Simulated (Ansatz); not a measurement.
Cost and result for the atomization energy of F2H6N2SSi2 (`N[Si@@H](F)S[Si@@H](N)F`) (13 atoms, 12 bonds).

```
atom    x (Å)    y (Å)    z (Å)
  N1  -0.6683   0.8162   2.2497
 Si2  -1.6029   0.5461   0.8625
  F3  -2.7836   1.6163   0.8709
  S4  -0.6883   0.9133  -1.0480
 Si5   0.5554  -0.7962  -1.1325
  N6   1.9582  -0.3658  -1.9629
  F7   0.7967  -1.2703   0.3895
  H8  -0.3216   1.7402   2.4555
  H9   0.0041   0.1091   2.5052
 H10  -2.1407  -0.8271   0.9035
 H11  -0.0434  -1.9723  -1.7933
 H12   2.5319  -1.0398  -2.4406
 H13   2.4027   0.5302  -1.8595
```

Charge 0, multiplicity 1. Geometry: relaxed with PBE0-D4/def2-TZVP. It is one conformer, not always the lowest. Program: Ansatz. All runs use 2 threads of an AMD EPYC 7R13 on a shared host and a share of an NVIDIA H100 80 GB. Times are those of one run each, without the atoms' runs, and a repeat can differ threefold. Electronic energies, without spin–orbit coupling; frozen cores. CCSD(T)/CBS adds CCSD(T) − MP2 in def2-TZVPP to the MP2 limit, and its time is that of the two runs behind it. T1 = 0.011. B3LYP takes the VWN-RPA correlation (the form of Gaussian; ORCA's B3LYP/G).

CCSD(T)/CBS is a level of theory with its own doubt, some kJ/mol a heavy atom from the limit and from the frozen cores, so smaller differences don't rank the functionals.

```tsv
level	functions	wall time
PBE-D4/def2-TZVPP (with forces)	334	1.8 s
PBE0-D4/def2-TZVPP	334	2 s
r2SCAN-D4/def2-TZVPP (with forces)	334	2.2 s
B2PLYP/def2-TZVPP	334	2.5 s
B3LYP-D4/def2-TZVPP (with forces)	334	2.6 s
ωB97X-V/def2-TZVPP	334	3.2 s
ωB97M-V/def2-TZVPP (with forces)	334	3.9 s
MP2/def2-QZVPP	618	4.2 s
CCSD(T)/def2-TZVPP	334	9.5 s
CCSD(T)/CBS(def2)	–	14 s
```

What atomization energy does each give, and how far from CCSD(T)/CBS? (An estimate is asked.)

Ansatz gave: 
```csv
level,atomization (kJ/mol),difference from CCSD(T)/CBS,per bond
PBE-D4/def2-TZVPP (with forces),4875.0,37.1,3.1
PBE0-D4/def2-TZVPP,4778.3,-59.6,-5.0
r2SCAN-D4/def2-TZVPP (with forces),4811.8,-26.1,-2.2
B2PLYP/def2-TZVPP,4753.7,-84.2,-7.0
B3LYP-D4/def2-TZVPP (with forces),4807.5,-30.4,-2.5
ωB97X-V/def2-TZVPP,4853.8,15.9,1.3
ωB97M-V/def2-TZVPP (with forces),4848.6,10.7,0.9
MP2/def2-QZVPP,4881.1,43.2,3.6
CCSD(T)/def2-TZVPP,4662.6,-175.3,-14.6
CCSD(T)/CBS(def2),4837.9,0.0,0.0
```

From PBE to PBE0 (25 % exact exchange), in def2-TZVPP and without D4, the atomization energy moves by −91.3 kJ/mol: exact exchange takes away binding that semilocal exchange gives to molecules. The D4 term adds +60.8 kJ/mol with B3LYP and +32.1 kJ/mol with PBE0; it sums over pairs of atoms, weighted by their polarisabilities, and B3LYP, whose exchange is more repulsive, gets the larger term. In def2-TZVPP, CCSD(T) changes the Hartree–Fock value by +1257.7 kJ/mol (the triples alone add +76.6 kJ/mol) and MP2 by +1370.1 kJ/mol; breaking electron pairs costs correlation energy, which Hartree–Fock lacks.
